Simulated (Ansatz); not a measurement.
Reaction (ligand exchange at a Ga–N bond): `[CH3][GaH]/[N]=C\[SiH3]` + `SS` → `[CH3][GaH][S]S` + `N=C[SiH3]`

Isolated molecules relaxed with PBE0-D4/def2-TZVP in Ansatz; ΔE leaves out vibrations. CCSD(T)/CBS is the MP2 limit (def2-TZVPP, def2-QZVPP) plus CCSD(T) − MP2 in def2-TZVPP, frozen cores. This one scheme is used for every species. DFT in def2-TZVPP. B3LYP here is the variant with VWN-RPA as its local correlation; programs differ in this. For Ga outer-core shells are correlated without core-valence functions, which leaves a few kJ/mol of doubt a bond. Scalar relativity is left out up to krypton. One conformer a species, not always the lowest.

`[CH3][GaH]/[N]=C\[SiH3]`:

Z-matrix (Å, degrees):
```
C
Ga 1 1.959
H 1 1.090 2 111.0
H 1 1.093 2 110.0 3 120.3
H 1 1.092 2 110.7 3 -121.1
N 2 1.827 1 116.5 3 2.2
H 2 1.561 1 128.4 3 172.2
C 6 1.252 2 151.1 1 -92.8
Si 8 1.900 6 123.7 2 -1.4
H 8 1.107 6 118.8 2 178.7
H 9 1.487 8 107.3 6 0.6
H 9 1.489 8 110.7 6 120.9
H 9 1.489 8 110.8 6 -119.7
```

`SS`:

```xyz
4

S    -0.040   -0.980   -0.552
S    -0.275    1.040   -0.330
H     1.182   -1.103    0.001
H    -0.868    1.043    0.880
```

`[CH3][GaH][S]S`:

Cartesian coordinates in Å:
```
C 0.720 1.043 0.587
Ga 0.772 -0.883 0.275
S -0.717 -1.851 -1.064
S -1.849 -0.264 -1.762
H 1.695 1.485 0.365
H 0.502 1.240 1.640
H -0.041 1.517 -0.031
H 1.773 -1.936 0.863
H -2.855 -0.351 -0.873
```

`N=C[SiH3]`:

```xyz
8

N    -0.014   -1.426   -0.948
C    -0.543   -0.413   -0.396
Si    0.527    0.763    0.624
H    -0.705   -1.974   -1.467
H    -1.619   -0.191   -0.491
H    -0.008    0.821    2.012
H     0.432    2.129    0.043
H     1.930    0.291    0.624
```

```tsv
level	ΔE (kJ/mol)	difference from CCSD(T)/CBS
PBE-D4	-64.8	3.5
r2SCAN-D4	-64.9	3.4
PBE0-D4	-69.7	-1.4
B3LYP-D4	-63.8	4.5
ωB97X-V	-67.3	1.0
ωB97M-V	-68.8	-0.5
B2PLYP	-63.9	4.4
r2SCAN	-65.1	3.2
PBE0	-69.4	-1.1
B3LYP	-62.8	5.5
HF/def2-TZVPP	-71.4	-3.1
CCSD(T)/def2-TZVPP	-65.7	2.6
HF/def2-QZVPP	-69.6	-1.3
MP2/def2-QZVPP	-67.9	0.4
HF/CBS(def2)	-69.3	-1.0
CCSD/CBS(def2)	-68.9	-0.6
CCSD(T)/CBS	-68.3	0
```

Largest T1 diagnostic among the species: 0.015.

From PBE to PBE0 (25 % exact exchange), in def2-TZVPP and without D4, ΔE moves by −5.0 kJ/mol. In def2-TZVPP, CCSD(T) changes the Hartree–Fock value by +5.6 kJ/mol (the triples alone add +0.6 kJ/mol) and MP2 by +4.3 kJ/mol.
